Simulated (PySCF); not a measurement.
## Two-component Hartree-Fock for Tm⁺ (thulium, charge +1)

Start: [Xe] 4f12 6s2; 4f5/2 filled at m_j = -3/2, -1/2, +1/2, +3/2, +5/2; 4f7/2 filled at m_j = -5/2, -3/2, -1/2, +1/2, +3/2, +5/2, +7/2. Calculated with PySCF 2.14 in x2c-TZVPall-2c with one added diffuse shell each of s, p, d, f type (12s12p11d5f1g, 147 functions): generalised Hartree-Fock with the X2C-1e Hamiltonian and a Gaussian nucleus; spin-orbit coupling (SO) screened by Boettger's factors. This is a chosen level, not necessarily the ground level.

```csv
spinor shell,electrons,"ε, screened SO (eV)",weight of nominal j (screened SO),"rms radius, screened SO (bohr)"
1s1/2,2,-59695.3,1.000,0.0227
2s1/2,2,-10214.5,1.000,0.0917
2p1/2,2,-9717.7,1.000,0.0783
3s1/2,2,-2364.8,1.000,0.235
3p1/2,2,-2146.4,1.000,0.227
3p3/2,4,-1933.8,1.000,0.241
3d3/2,4,-1565.7,1.000,0.214
3d5/2,6,-1518.7,1.000,0.218
4s1/2,2,-507.05,1.000,0.529
4p1/2,2,-418.34,0.998,0.542
4p3/2,4,-368.59,0.999,0.573
4d3/2,4,-222.62,0.981,0.610
4d5/2,6,-210.41,0.988,0.621
5s1/2,2,-78.839,1.000,1.30
5p1/2,2,-51.154,0.991,1.46
5p3/2,4,-44.253,0.996,1.57
4f7/2,7,-30.545,0.800,0.833
4f5/2,5,-31.914,0.902,0.820
6s1/2,2,-12.498,0.993,3.71
```

(1) Where does 2p3/2 lie, and what is the 2p spin-orbit splitting (screened SO)?

| quantity | screened SO |
| --- | --- |
| E (hartree) | -13569.12556 |
| M_J | 6 |
| ⟨J²⟩ | 42.045 |
| ⟨L²⟩ | 30.281 |
| ⟨S²⟩ | 2.112 |

Each row is a mean over spinors that exchange with the open shell spreads, by up to 13.712 eV (4d5/2).

Rows whose weight is well below 1 are mixtures of j = l ± 1/2: exchange outweighs spin-orbit coupling there, and the label is only the starting occupation.

Breit and QED terms are absent; they matter most for the inner s and p1/2 levels.

Densities and radii are taken from the X2C orbitals without a picture-change correction, which distorts them close to the nucleus.

Results:

(1) At -8732.4 eV, 985.38 eV above 2p1/2.
